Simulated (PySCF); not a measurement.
Computed shifts of a molecule C₃H₁₂OSi₂, PBE/pcSseg-1 in PySCF, GIAO, gas phase, atoms alike by connectivity averaged where their shifts nearly agree, in ppm (number of nuclei): ¹³C: 79.9 (1), 34.5 (1), 16.5 (1). ²⁹Si: -13.6 (1), -110.1 (1). ¹H: 5.86 (2), 4.53 (1), 4.01 (3), 3.99 (1), 2.28 (1), 1.85 (1), 1.58 (3). References: ¹³C against TMS (σ = 182.0 ppm); ¹⁷O against H2O (σ = 334.3 ppm); ²⁹Si against TMS (σ = 335.4 ppm); ¹H against TMS (σ = 31.49 ppm), references at their B3LYP-D3(BJ)/def2-TZVP geometries, non-relativistic. The structure is a stationary point at PBE-D3(BJ)/def2-SVP. Other conformers were not sampled.

Task: Which structure fits?
(A) CCCO[SiH2][SiH3]
(B) CC[Si@H](O)[SiH2]C
(C) OCCC[SiH2][SiH3]
(D) [SiH3]CCCO[SiH3]

Result: A, CCCO[SiH2][SiH3]
